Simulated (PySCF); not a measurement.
A GIAO shielding run with PySCF 2.14 (density fitting, non-relativistic, gas phase) on `[H]/N=C\C=C1\CC=C[SiH2]C1`, C7H11NSi:

```
$ OMP_NUM_THREADS=1 python probes_run.py task.json out

{"job": {"kind": "nmr", "xc": "PBE0", "basis": "pcSseg-1"}, "charge": 0, "multiplicity": 1}
N      3.728156    -0.646825    -0.435477
C      2.547859    -0.673690     0.021497
C      1.586658     0.404684     0.018776
C      0.327683     0.352294     0.485275
C     -0.572853     1.547190     0.363504
C     -1.733869     1.330861    -0.568637
C     -2.207440     0.152472    -0.958302
Si    -1.496112    -1.474145    -0.349996
C     -0.331412    -0.851167     1.038046
H      3.995645     0.250752    -0.843239
H      2.242389    -1.621804     0.454110
H      1.948291     1.337064    -0.404395
H     -0.980210     1.803297     1.349554
H     -0.005918     2.415411     0.016670
H     -2.191967     2.251037    -0.915630
H     -3.049467     0.141252    -1.637360
H     -2.531979    -2.344422     0.217406
H     -0.726254    -2.169837    -1.384746
H      0.377301    -1.613694     1.345251
H     -0.931649    -0.580053     1.906484
```

Hardware: 1 thread of an Arm Neoverse N1, shared host. The job also computes population analyses, field gradients, ring-centre shieldings.

Q: How large is the calculation?

A: 74 electrons, 215 basis functions and 1128 auxiliary functions.

Q: How long does it take, and how much memory does it need?

A: 75 s of wall time, with 14 SCF cycles and 5 response iterations; peak memory 1 GiB. Times on a shared host scatter by some tens of per cent.
